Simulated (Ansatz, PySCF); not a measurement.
Molecule: bromo selenohypobromite, SeBr$_{2}$, net charge 0, singlet state. 
Coordinates optimised at B3LYP-D3(BJ)/def2-TZVP (Ansatz, an electronic-structure program):
```xyz
3

Se     0.0255    -0.0112     0.9792
Br     0.8055    -1.6280    -0.5156
Br    -0.8303     1.6388    -0.4356
```

Property: atomisation energy (electronic, to ground-state atoms), in kcal/mol. Cores are frozen in the correlated levels unless marked. UHF or UKS for open shells. Spin-orbit coupling is left out. The frozen core is the preceding noble-gas configuration, with the filled d and f shells of earlier blocks. No relativistic terms. The coupled-cluster limit lacks core correlation, which all-electron functionals hold. Basis-set limits of correlation are two-point, X^-3; Hartree-Fock from the larger set.

| level | program | atomisation energy (kcal/mol) |
|---|---|---|
| SVWN5/def2-TZVPD | Ansatz | 152.5 |
| revPBE-D4/def2-TZVPD | Ansatz + dftd4 | (withheld) |
| PBE0-D3(BJ)/def2-TZVPD | Ansatz + dftd3 | (withheld) |
| PBE0/def2-QZVPP | Ansatz | (withheld) |
| BHLYP-D3(BJ)/def2-TZVPD | Ansatz + dftd3 | 98.6 |
| TPSSh-D3(BJ)/def2-TZVPD | PySCF + dftd3 | (withheld) |
| r2SCANh-D4/def2-TZVPD | Ansatz + dftd4 | 112.6 |
| HSE06-D3(BJ)/def2-TZVPD | Ansatz + dftd3 | 114.9 |
| B2PLYP-D4/def2-TZVPD | Ansatz + dftd4 | 107.3 |
| PBE-QIDH/def2-TZVPD | Ansatz | 107.0 |
| SCS-MP2/STO-3G | Ansatz | 95.1 |
| SCS-MP2/6-31G | Ansatz | 44.0 |
| SCS-MP2/aug-cc-pVDZ | Ansatz | 88.4 |
| CCSD(T)/CBS(cc-pVTZ,cc-pVQZ) | Ansatz | 110.6 |

**Question.** What belongs in the gaps?

**Answer.** 
- revPBE-D4/def2-TZVPD, atomisation energy (kcal/mol): 118.2
- PBE0-D3(BJ)/def2-TZVPD, atomisation energy (kcal/mol): 114.6
- PBE0/def2-QZVPP, atomisation energy (kcal/mol): 112.9
- TPSSh-D3(BJ)/def2-TZVPD, atomisation energy (kcal/mol): 116.9
